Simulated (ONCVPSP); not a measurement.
**Potentials for oxygen compared**

Generated with ld1.x 7.5 (TM, RRKJ, ultrasoft, PAW), atompaw 4.2 or ONCVPSP 4.0.1. The cutoff is in Ry: for ld1.x and atompaw files where the sum of valence levels is converged to 10 mRy in a Bessel basis, for ONCV files where the hardest occupied wave has 1 mHa per electron of residual kinetic energy. The error is the largest all-electron minus pseudo excitation energy over each file’s own four to seven test configurations (ionisations up to +4, promotions, holes and added fractions of an electron), all of which were solved. The labels leave out finer settings (local radius, basis sizes, second energies), which also bear on the numbers. Spin-polarised tests are not counted. The rows are a selection from randomly drawn settings: files with unsolved tests, undetermined cutoffs or missed reference levels are left out.

A true bound ghost makes a file unfit for plane-wave use even where its test errors are small: the radial tests pick states by their node count and pass the ghost by.

| potential | cutoff (Ry) | largest error (meV) | bound ghosts |
| --- | --- | --- | --- |
| ONCV, LDA (Perdew-Wang 92), scalar-relativistic, rc 0.95/1.85/1.60 (spd), local s, core correction no, reference 2s2 2p3, qcut 5.4/6.6/5.8, projectors 0/2/2 | 327 | +1946 | none |
| ONCV, PBEsol, scalar-relativistic, rc 0.65/1.15 (sp), local smoothed, core correction yes, reference 2s1.5 2p4.5, qcut 9.9/11, projectors 2/2 | 88 | +79 | none |
| ONCV, LDA (Perdew-Wang 92), non-relativistic, rc 0.40/1.30 (sp), local smoothed, core correction no, reference 1s2 2s2 2p3, qcut 23.9/10.8, projectors 2/1 | 823 | +260 | none |
| ONCV, BLYP, scalar-relativistic, rc 0.75/1.50 (sp), local smoothed, core correction yes, reference 2s2 2p3, qcut 8.3/9.7, projectors 3/1 | 121 | +1608 | s |
| ONCV, PBE, scalar-relativistic, rc 0.70/1.45 (sp), local smoothed, core correction no, reference 2s1.75 2p4.25, qcut 8.6/11.6, projectors 1/3 | 84 | +177 | none |
| ONCV, PBE, scalar-relativistic, rc 0.70/1.10 (sp), local smoothed, core correction yes, reference 2s2 2p2, qcut 7.4/13.5, projectors 2/2 | 283 | +199 | none |
| ONCV, PBE, fully relativistic, rc 0.95/1.25/1.05 (spd), local smoothed, core correction yes, reference 2s2 2p4, qcut 5.9/14/7.8, projectors 2/2/2 | 232 | +305 | none |
| ONCV, LDA (Perdew-Zunger), scalar-relativistic, rc 0.95/1.20/1.10 (spd), local smoothed, core correction yes, reference 2s2 2p3.75, qcut 8.1/9.9/8, projectors 3/2/2 | 80 | +78 | none |

(1) Fill in the row for O: ONCV, PW91, scalar-relativistic, rc 0.70/1.05/1.10 (spd), local smoothed, core correction yes, reference 2s2 2p4, qcut 8.9/7.7/7.8, projectors 1/2/2.

Answers

(1) cutoff 220 Ry, largest error +416 meV, bound ghosts: none.
